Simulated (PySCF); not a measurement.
Job file and geometry (Å, from GFN2-xTB) of a spin–spin coupling run on `C#C/C(C)=C\Br`, C$_{5}$H$_{5}$Br, B3LYP/pcJ-1 Br:pcSseg-1 indirect spin-spin coupling, non-relativistic, gas phase in PySCF 2.14.0, density-fitted response routines; density fitting, a coarse starting grid and PySCF grid level 2 are the driver's defaults:

```
$ OMP_NUM_THREADS=1 python probes_run.py task.json out

{"job": {"kind": "j", "xc": "B3LYP", "basis": "pcJ-1"}, "charge": 0, "multiplicity": 1}
C      2.068699    -1.250332    -0.134026
C      1.076265    -0.578966    -0.057270
C     -0.096924     0.203698     0.032404
C     -1.393616    -0.518930    -0.179905
C     -0.056489     1.511451     0.289928
Br     1.548959     2.473608     0.565605
H      2.939129    -1.831740    -0.200136
H     -1.499508    -1.313075     0.558206
H     -1.403879    -0.978836    -1.167349
H     -2.236721     0.161748    -0.094962
H     -0.940490     2.124044     0.361541
```

Q: What does the program print?

A: 
```
coarse grid: 45592 points
cycle   1  E = -2767.3282205318  dE = -4.737e-01  |g| = 8.237e-01  |ddm| = 3.223e+00
cycle   2  E = -2767.3151358223  dE =  1.308e-02  |g| = 5.987e-01  |ddm| = 8.326e-01
cycle   3  E = -2767.3611924963  dE = -4.606e-02  |g| = 2.581e-01  |ddm| = 6.974e-01
cycle   4  E = -2767.3774777206  dE = -1.629e-02  |g| = 9.659e-02  |ddm| = 2.925e-01
cycle   5  E = -2767.3795628839  dE = -2.085e-03  |g| = 1.793e-02  |ddm| = 8.047e-02
cycle   6  E = -2767.3796253249  dE = -6.244e-05  |g| = 1.101e-02  |ddm| = 2.743e-02
cycle   7  E = -2767.3796545440  dE = -2.922e-05  |g| = 2.350e-03  |ddm| = 8.463e-03
cycle   8  E = -2767.3796557926  dE = -1.249e-06  |g| = 9.312e-04  |ddm| = 2.834e-03
final grid: 95976 points
cycle   9  E = -2767.3795916662  dE =  2.136e-07  |g| = 1.372e-03  |ddm| = 2.670e-03
cycle  10  E = -2767.3795909008  dE =  7.655e-07  |g| = 2.272e-03  |ddm| = 2.768e-03
cycle  11  E = -2767.3795920480  dE = -1.147e-06  |g| = 4.460e-04  |ddm| = 1.714e-03
cycle  12  E = -2767.3795920972  dE = -4.916e-08  |g| = 3.879e-05  |ddm| = 3.433e-04
cycle  13  E = -2767.3795920975  dE = -3.729e-10  |g| = 7.746e-06  |ddm| = 3.971e-05
converged SCF energy = -2767.3795920975

Indirect spin-spin couplings (Hz)
  i      j    bonds     total        FC       PSO       DSO        SD
  0 C    1 C    1    201.767   194.144     7.485     0.138         -
  0 C    2 C    2     12.714    12.900    -0.079    -0.107         -
  0 C    3 C    3      1.907     1.990    -0.022    -0.062         -
  0 C    4 C    3      3.146     3.886    -0.683    -0.057         -
  0 C    6 H    1    267.092   268.166    -1.539     0.465         -
  0 C    7 H    4     -0.893    -0.906     0.148    -0.135         -
  0 C    8 H    4     -0.888    -0.900     0.147    -0.135         -
  0 C    9 H    4      1.207     1.144     0.449    -0.385         -
  0 C   10 H    4      0.353     0.511     0.265    -0.423         -
  1 C    2 C    1     99.173   101.722    -2.855     0.305         -
  1 C    3 C    2      2.609     2.610    -0.024     0.024         -
  1 C    4 C    2     -2.512    -2.819     0.256     0.051         -
  1 C    6 H    2     51.580    46.869     5.831    -1.120         -
  1 C    7 H    3      3.820     3.752    -0.043     0.112         -
  1 C    8 H    3      3.841     3.771    -0.044     0.114         -
  1 C    9 H    3      9.947     9.874     0.452    -0.379         -
  1 C   10 H    3     11.929    11.845     0.490    -0.406         -
  2 C    3 C    1     44.794    45.630    -1.080     0.244         -
  2 C    4 C    1     87.895    96.293    -8.732     0.334         -
  2 C    6 H    3      4.813     4.831     0.399    -0.417         -
  2 C    7 H    2     -7.589    -7.680     0.088     0.003         -
  2 C    8 H    2     -7.564    -7.655     0.088     0.002         -
  2 C    9 H    2     -3.944    -3.740    -0.175    -0.028         -
  2 C   10 H    2      7.466     8.618    -0.953    -0.199         -
  3 C    4 C    2      6.445     6.366     0.062     0.018         -
  3 C    6 H    4     -1.735    -1.693     0.233    -0.275         -
  3 C    7 H    1    137.161   135.440     1.058     0.663         -
  3 C    8 H    1    137.217   135.496     1.057     0.663         -
  3 C    9 H    1    133.612   131.874     1.061     0.676         -
  3 C   10 H    3      5.627     5.594    -0.045     0.077         -
  4 C    6 H    4     -3.813    -3.522    -0.010    -0.282         -
  4 C    7 H    3      9.267     9.229     0.254    -0.216         -
  4 C    8 H    3      9.277     9.238     0.256    -0.217         -
  4 C    9 H    3      8.060     8.054    -0.267     0.274         -
  4 C   10 H    1    205.224   204.548    -0.626     1.302         -
  6 H    7 H    5      0.805     0.853     0.733    -0.781         -
  6 H    8 H    5      0.800     0.849     0.732    -0.780         -
  6 H    9 H    5     -0.405    -0.340     1.247    -1.313         -
  6 H   10 H    5      0.789     1.025     1.224    -1.461         -
  7 H    8 H    2    -18.750   -18.972     2.745    -2.524         -
  7 H    9 H    2    -13.455   -13.632     2.803    -2.626         -
  7 H   10 H    4     -2.773    -2.898     1.039    -0.914         -
  8 H    9 H    2    -13.457   -13.634     2.801    -2.624         -
  8 H   10 H    4     -2.759    -2.884     1.043    -0.918         -
```

Size and cost of the density-fitted run: 226 basis functions, 59 s wall time on 1 thread of an Arm Neoverse N1, shared host; peak memory 0.89 GiB.
